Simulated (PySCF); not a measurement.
**Spin-rotation constants: `C=C[C@@H]1C[C@@H]1CSC`, C7H12S**

Geometry (Å), atoms numbered from 1 in this order:
```xyz
20

C     3.3798   -0.3494    0.3884
C     2.0640   -0.2755    0.5038
C     1.2463    0.7737   -0.1192
C    -0.0455    1.2105    0.5248
C    -0.0888    0.4514   -0.7614
C    -0.6032   -0.9603   -0.8161
S    -2.3053   -1.0356   -1.4756
C    -3.1947   -0.2463   -0.1047
H     3.9504   -1.1282    0.8634
H     3.9392    0.3684   -0.1889
H     1.5318   -1.0108    1.0925
H     1.8291    1.5430   -0.6121
H    -0.2891    2.2623    0.5252
H    -0.3427    0.6945    1.4265
H    -0.3247    1.0119   -1.6591
H    -0.6093   -1.4376    0.1634
H    -0.0138   -1.5654   -1.5062
H    -2.8193    0.7618    0.0404
H    -3.0677   -0.8385    0.7976
H    -4.2416   -0.2192   -0.3875
```

Method: GIAO B3LYP/pcSseg-1 magnetisability, rotational g tensor and spin-rotation constants, non-relativistic, gas phase (PySCF). Geometry: GFN2-xTB.

(1) Give the nuclear spin-rotation constants along the inertial axes (H = +C I·J) beside the isotropic shieldings.

(2) How do the rotational constants and the g tensor change when H9, H10, H11, H12, H13, H14, H15, H16, H17, H18, H19, H20 are replaced by deuterium?

Results:

(1) Rotational constants 4.0578, 0.7855, 0.7196 GHz. A star marks the isotopologue with that one atom substituted, in its own axes.
| atom | isotope | Caa (kHz) | Cbb (kHz) | Ccc (kHz) | mean (kHz) | σ (ppm) |
| --- | --- | --- | --- | --- | --- | --- |
| H9 | 1H | -0.247 | -0.046 | -0.006 | -0.100 | 26.6 |
| H10 | 1H | -0.250 | -0.085 | 0.033 | -0.101 | 26.4 |
| H11 | 1H | -0.281 | -0.085 | 0.038 | -0.110 | 26.4 |
| H12 | 1H | -0.287 | -0.085 | -0.015 | -0.129 | 30.5 |
| H13 | 1H | -0.453 | 0.000 | -0.067 | -0.173 | 30.7 |
| H14 | 1H | -0.470 | -0.088 | 0.003 | -0.185 | 31.7 |
| H15 | 1H | -0.386 | -0.086 | 0.002 | -0.157 | 30.7 |
| H16 | 1H | -0.433 | -0.089 | 0.021 | -0.167 | 29.9 |
| H17 | 1H | -0.387 | 0.011 | -0.067 | -0.148 | 29.0 |
| H18 | 1H | -0.259 | -0.021 | -0.060 | -0.113 | 29.0 |
| H19 | 1H | -0.377 | -0.091 | 0.013 | -0.151 | 29.8 |
| H20 | 1H | 0.111 | -0.084 | -0.082 | -0.018 | 29.9 |
| C1 | 13C* | 1.094 | 0.170 | 0.302 | 0.522 | 62.1 |
| C2 | 13C* | 1.325 | 0.187 | 0.343 | 0.619 | 33.6 |
| C3 | 13C* | 0.902 | 0.119 | 0.072 | 0.365 | 157.9 |
| C4 | 13C* | 0.602 | 0.150 | 0.083 | 0.278 | 162.1 |
| C5 | 13C* | 0.732 | 0.146 | 0.085 | 0.321 | 156.3 |
| C6 | 13C* | 0.751 | 0.152 | 0.134 | 0.345 | 138.5 |
| S7 | 33S* | 0.774 | 0.228 | 0.222 | 0.408 | 485.2 |
| C8 | 13C* | 0.648 | 0.118 | 0.107 | 0.291 | 160.8 |

For the geometry as given, no vibrational averaging.

(2) Constants 3.1897, 0.6935, 0.6374 GHz; g -0.0163, -0.0024, -0.0044, against -0.0199, -0.0028, -0.0049 before.
